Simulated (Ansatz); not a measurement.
W₂S₄⁻ (the lowest doublet isomer of a short search), 6 atoms. Hardware: 4 threads of Arm Neoverse V2 on a shared host.

In the def2 sets W takes a core potential; there is no spin–orbit coupling. Correlated methods freeze 20 core orbitals; core or outer-core shells of W are correlated, in sets that lack core-valence functions.

**Question.** How many basis functions does each of these Ansatz runs have, and roughly what does it cost? PBE0-D4/def2-TZVPD, charge -1 doublet, energy and forces, from earlier orbitals; MP2/def2-TZVPD, charge -1 quartet, energy, from earlier orbitals; PBE with 40 % exact exchange/def2-SVPD, charge -1 doublet, energy, from earlier orbitals; PBE with 15 % exact exchange/def2-SVPD, charge -1 quartet, energy, from earlier orbitals; PBE-D4/def2-TZVPD, charge 0 singlet at the geometry of the charge -1 doublet, energy, from earlier orbitals; PBE with 10 % exact exchange/def2-SVPD, charge -1 quartet, energy, from earlier orbitals; BHLYP-D4/def2-TZVPD, charge -1 quartet, energy, from earlier orbitals; PBE0-D4/def2-SVPD, charge -1 doublet, energy, from earlier orbitals; r2SCAN-D4/def2-TZVPD, charge -1 doublet, energy, from earlier orbitals; r2SCAN-D4/def2-TZVPD, charge 0 singlet at the geometry of the charge -1 doublet, energy, from earlier orbitals; CAM-B3LYP-D4/def2-TZVPD, charge -1 doublet, energy, from earlier orbitals; MP2/def2-TZVPD, charge -1 doublet, energy, from earlier orbitals.

**Answer.** Other jobs shared the machine, so times can vary by a factor of up to 3. A dash marks memory too small to be measured apart from the calling script's.

```json
{"run": "PBE-D4/def2-TZVPD, charge 0 singlet at the geometry of the charge -1 doublet, energy, from earlier orbitals", "functions": "270", "fitting or Cholesky vectors": "1864", "wall time": "6 s", "peak host memory (GiB)": "–"}
{"run": "PBE with 10 % exact exchange/def2-SVPD, charge -1 quartet, energy, from earlier orbitals", "functions": "178", "fitting or Cholesky vectors": "1620", "wall time": "13 s", "peak host memory (GiB)": "0.8"}
{"run": "PBE with 15 % exact exchange/def2-SVPD, charge -1 quartet, energy, from earlier orbitals", "functions": "178", "fitting or Cholesky vectors": "1620", "wall time": "14 s", "peak host memory (GiB)": "0.8"}
{"run": "PBE0-D4/def2-SVPD, charge -1 doublet, energy, from earlier orbitals", "functions": "178", "fitting or Cholesky vectors": "1620", "wall time": "15 s", "peak host memory (GiB)": "0.81"}
{"run": "r2SCAN-D4/def2-TZVPD, charge 0 singlet at the geometry of the charge -1 doublet, energy, from earlier orbitals", "functions": "270", "fitting or Cholesky vectors": "1864", "wall time": "15 s", "peak host memory (GiB)": "–"}
{"run": "MP2/def2-TZVPD, charge -1 doublet, energy, from earlier orbitals", "functions": "270", "fitting or Cholesky vectors": "1849", "wall time": "18 s", "peak host memory (GiB)": "1.2"}
{"run": "MP2/def2-TZVPD, charge -1 quartet, energy, from earlier orbitals", "functions": "270", "fitting or Cholesky vectors": "1852", "wall time": "18 s", "peak host memory (GiB)": "1.1"}
{"run": "PBE with 40 % exact exchange/def2-SVPD, charge -1 doublet, energy, from earlier orbitals", "functions": "178", "fitting or Cholesky vectors": "1620", "wall time": "20 s", "peak host memory (GiB)": "0.91"}
{"run": "r2SCAN-D4/def2-TZVPD, charge -1 doublet, energy, from earlier orbitals", "functions": "270", "fitting or Cholesky vectors": "1864", "wall time": "35 s", "peak host memory (GiB)": "0.81"}
{"run": "CAM-B3LYP-D4/def2-TZVPD, charge -1 doublet, energy, from earlier orbitals", "functions": "270", "fitting or Cholesky vectors": "1849", "wall time": "53 s", "peak host memory (GiB)": "1.8"}
{"run": "PBE0-D4/def2-TZVPD, charge -1 doublet, energy and forces, from earlier orbitals", "functions": "270", "fitting or Cholesky vectors": "2092", "wall time": "83 s", "peak host memory (GiB)": "1.5"}
{"run": "BHLYP-D4/def2-TZVPD, charge -1 quartet, energy, from earlier orbitals", "functions": "270", "fitting or Cholesky vectors": "2330", "wall time": "94 s", "peak host memory (GiB)": "1.6"}
```
